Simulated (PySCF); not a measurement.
C₄H₁₀S, triplet, at the geometry of the source list (a higher spin typed on purpose: for a closed-shell molecule this is an excited state) (in this run its highest filled SCF level lies above zero, so its values depend strongly on the basis, on diffuse functions most of all); PySCF with CCSD(T)/STO-3G.

Here is a job for PySCF.
```python
from pyscf import gto, scf, cc

mol = gto.Mole()
mol.atom = '''
    C     2.56440000   -0.11540000    0.11420000
    C     1.11170000    0.17840000   -0.20530000
    S     0.05090000   -0.28100000    1.21340000
    C    -1.54800000    0.38980000    0.64800000
    C    -2.16230000   -0.41070000   -0.48500000
    H     2.88150000    0.44890000    0.98760000
    H     3.19280000    0.15800000   -0.73070000
    H     2.69680000   -1.17380000    0.32360000
    H     0.95740000    1.24240000   -0.39360000
    H     0.78340000   -0.39760000   -1.07100000
    H    -1.38760000    1.43110000    0.36450000
    H    -2.18300000    0.35660000    1.53280000
    H    -2.26390000   -1.45350000   -0.19480000
    H    -1.54650000   -0.35710000   -1.37980000
    H    -3.14760000   -0.01590000   -0.72410000
'''
mol.basis = 'sto-3g'
mol.spin = 2
mol.verbose = 4
mol.build()

mf = scf.UHF(mol)
mf.kernel()

mycc = cc.CCSD(mf)
mycc.kernel()
et = mycc.ccsd_t()
print('E(CCSD(T)) = %.10f' % (mycc.e_tot + et))
```

Output, abridged:

```
PySCF version 2.14.0

[INPUT] verbose = 4
[INPUT] num. atoms = 15
[INPUT] num. electrons = 50
[INPUT] charge = 0
[INPUT] spin (= nelec alpha-beta = 2S) = 2
[INPUT] symmetry False subgroup None
[INPUT] Mole.unit = angstrom
[INPUT] Symbol           X                Y                Z      unit          X                Y                Z       unit  Magmom
[INPUT]  1 C      2.564400000000  -0.115400000000   0.114200000000 AA    4.846013673835  -0.218074394775   0.215806723425 Bohr   0.0
[INPUT]  2 C      1.111700000000   0.178400000000  -0.205300000000 AA    2.100808532679   0.337127140622  -0.387960773373 Bohr   0.0
[INPUT]  3 S      0.050900000000  -0.281000000000   1.213400000000 AA    0.096187059740  -0.531013041003   2.292993679547 Bohr   0.0
[INPUT]  4 C     -1.548000000000   0.389800000000   0.648000000000 AA   -2.925296040827   0.736615243355   1.224542528718 Bohr   0.0
[INPUT]  5 C     -2.162300000000  -0.410700000000  -0.485000000000 AA   -4.086154799147  -0.776110519359  -0.916517170414 Bohr   0.0
[INPUT]  6 H      2.881500000000   0.448900000000   0.987600000000 AA    5.445245827934   0.848298057317   1.866293520620 Bohr   0.0
[INPUT]  7 H      3.192800000000   0.158000000000  -0.730700000000 AA    6.033517570511   0.298576727681  -1.380822879220 Bohr   0.0
[INPUT]  8 H      2.696800000000  -1.173800000000   0.323600000000 AA    5.096213412727  -2.218160525014   0.611515373909 Bohr   0.0
[INPUT]  9 H      0.957400000000   1.242400000000  -0.393600000000 AA    1.809223791659   2.347795737160  -0.743796202629 Bohr   0.0
[INPUT] 10 H      0.783400000000  -0.397600000000  -1.071000000000 AA    1.480411445984  -0.751355107127  -2.023896679409 Bohr   0.0
[INPUT] 11 H     -1.387600000000   1.431100000000   0.364500000000 AA   -2.622183970446   2.704387056865   0.688805172404 Bohr   0.0
[INPUT] 12 H     -2.183000000000   0.356600000000   1.532800000000 AA   -4.125272129926   0.673876336020   2.896572203733 Bohr   0.0
[INPUT] 13 H     -2.263900000000  -1.453500000000  -0.194800000000 AA   -4.278150973403  -2.746716922055  -0.368118649065 Bohr   0.0
[INPUT] 14 H     -1.546500000000  -0.357100000000  -1.379800000000 AA   -2.922461451640  -0.674821199082  -2.607444106675 Bohr   0.0
[INPUT] 15 H     -3.147600000000  -0.015900000000  -0.724100000000 AA   -5.948101949681  -0.030046645381  -1.368350686798 Bohr   0.0

nuclear repulsion = 236.329578679108
number of shells = 27
number of NR pGTOs = 117
number of NR cGTOs = 39
basis = sto-3g
ecp = {}

******** <class 'pyscf.scf.uhf.UHF'> ********
method = UHF
initial guess = minao
damping factor = 0
level_shift factor = 0
DIIS = <class 'pyscf.scf.diis.CDIIS'>
diis_start_cycle = 1
diis_space = 8
diis_damp = 0
SCF conv_tol = 1e-09
SCF conv_tol_grad = None
SCF max_cycles = 50
direct_scf = True
direct_scf_tol = 1e-13
number electrons alpha = 26  beta = 24
Set gradient conv threshold to 3.16228e-05
init E= -548.995117902881

cycle= 1 E= -548.295671680145  delta_E= 0.699  |g|= 0.218  |ddm|= 3.52
cycle= 2 E= -548.356381477662  delta_E= -0.0607  |g|= 0.0639  |ddm|= 0.457
cycle= 3 E= -548.362115912474  delta_E= -0.00573  |g|= 0.0188  |ddm|= 0.17
cycle= 4 E= -548.362744911426  delta_E= -0.000629  |g|= 0.00887  |ddm|= 0.0554
cycle= 5 E= -548.362948809726  delta_E= -0.000204  |g|= 0.00607  |ddm|= 0.0414
cycle= 6 E= -548.363107071603  delta_E= -0.000158  |g|= 0.00464  |ddm|= 0.0482
cycle= 7 E= -548.363247324992  delta_E= -0.00014  |g|= 0.00527  |ddm|= 0.0498
cycle= 8 E= -548.363087658089  delta_E= 0.00016  |g|= 0.00448  |ddm|= 0.0595
cycle= 9 E= -548.362791073746  delta_E= 0.000297  |g|= 0.00114  |ddm|= 0.222
cycle= 10 E= -548.362788857805  delta_E= 2.22e-06  |g|= 0.000623  |ddm|= 0.02
cycle= 11 E= -548.362789316991  delta_E= -4.59e-07  |g|= 0.000228  |ddm|= 0.00911
cycle= 12 E= -548.362789476603  delta_E= -1.6e-07  |g|= 0.000102  |ddm|= 0.002
cycle= 13 E= -548.362789522896  delta_E= -4.63e-08  |g|= 5.39e-05  |ddm|= 0.000582
cycle= 14 E= -548.362789540348  delta_E= -1.75e-08  |g|= 2.71e-05  |ddm|= 0.000429
cycle= 15 E= -548.36278954511  delta_E= -4.76e-09  |g|= 1.19e-05  |ddm|= 0.000385
cycle= 16 E= -548.36278954577  delta_E= -6.6e-10  |g|= 5.24e-06  |ddm|= 0.000195
Extra cycle  E= -548.362789545823  delta_E= -5.28e-11  |g|= 3.56e-06  |ddm|= 1.36e-05
converged SCF energy = -548.362789545823  <S^2> = 2.024068  2S+1 = 3.0160026

******** <class 'pyscf.cc.uccsd.UCCSD'> ********
CC2 = 0
CCSD nocc = (np.int64(26), np.int64(24)), nmo = (39, 39)
max_cycle = 50
direct = 0
conv_tol = 1e-07
conv_tol_normt = 1e-06
diis_space = 6
diis_start_cycle = 0
diis_start_energy_diff = 1e+09
Init t2, MP2 energy = -0.228579650773652
Init E_corr(UCCSD) = -0.228579650791289
cycle = 1  E_corr(UCCSD) = -0.278991867469438  dE = -0.0504122167  norm(t1,t2) = 0.0878214
cycle = 2  E_corr(UCCSD) = -0.295221372394598  dE = -0.0162295049  norm(t1,t2) = 0.0373216
cycle = 3  E_corr(UCCSD) = -0.306537508252514  dE = -0.0113161359  norm(t1,t2) = 0.0187022
cycle = 4  E_corr(UCCSD) = -0.306359680358298  dE = 0.000177827894  norm(t1,t2) = 0.00489709
cycle = 5  E_corr(UCCSD) = -0.306352861264169  dE = 6.81909413e-06  norm(t1,t2) = 0.00247409
cycle = 6  E_corr(UCCSD) = -0.306354467169001  dE = -1.60590483e-06  norm(t1,t2) = 0.00215136
cycle = 7  E_corr(UCCSD) = -0.306334162275862  dE = 2.03048931e-05  norm(t1,t2) = 0.00191181
cycle = 8  E_corr(UCCSD) = -0.306385549024087  dE = -5.13867482e-05  norm(t1,t2) = 0.00139184
cycle = 9  E_corr(UCCSD) = -0.306423750887877  dE = -3.82018638e-05  norm(t1,t2) = 0.00067452
cycle = 10  E_corr(UCCSD) = -0.306418345997623  dE = 5.40489025e-06  norm(t1,t2) = 0.000263451
cycle = 11  E_corr(UCCSD) = -0.306408733283066  dE = 9.61271456e-06  norm(t1,t2) = 0.000116006
cycle = 12  E_corr(UCCSD) = -0.30640595483499  dE = 2.77844808e-06  norm(t1,t2) = 4.9189e-05
cycle = 13  E_corr(UCCSD) = -0.306405807118233  dE = 1.47716757e-07  norm(t1,t2) = 2.78115e-05
cycle = 14  E_corr(UCCSD) = -0.306406185067261  dE = -3.77949028e-07  norm(t1,t2) = 1.7724e-05
cycle = 15  E_corr(UCCSD) = -0.306406255603072  dE = -7.05358117e-08  norm(t1,t2) = 1.06446e-05
cycle = 16  E_corr(UCCSD) = -0.306406208443261  dE = 4.71598114e-08  norm(t1,t2) = 7.53217e-06
cycle = 17  E_corr(UCCSD) = -0.306406185261369  dE = 2.31818924e-08  norm(t1,t2) = 6.08072e-06
cycle = 18  E_corr(UCCSD) = -0.306406182314006  dE = 2.94736274e-09  norm(t1,t2) = 5.26825e-06
cycle = 19  E_corr(UCCSD) = -0.306406181098796  dE = 1.21520977e-09  norm(t1,t2) = 4.53878e-06
cycle = 20  E_corr(UCCSD) = -0.306406140958321  dE = 4.01404753e-08  norm(t1,t2) = 3.75601e-06
cycle = 21  E_corr(UCCSD) = -0.30640609656654  dE = 4.43917813e-08  norm(t1,t2) = 2.53592e-06
cycle = 22  E_corr(UCCSD) = -0.306406077813521  dE = 1.87530187e-08  norm(t1,t2) = 1.56457e-06
cycle = 23  E_corr(UCCSD) = -0.30640607927457  dE = -1.46104961e-09  norm(t1,t2) = 9.03779e-07
UCCSD converged
E(UCCSD) = -548.6691956250976  E_corr = -0.3064060792745705
UCCSD(T) correction = -0.00240186012337967
E(CCSD(T)) = -548.6715974852
```
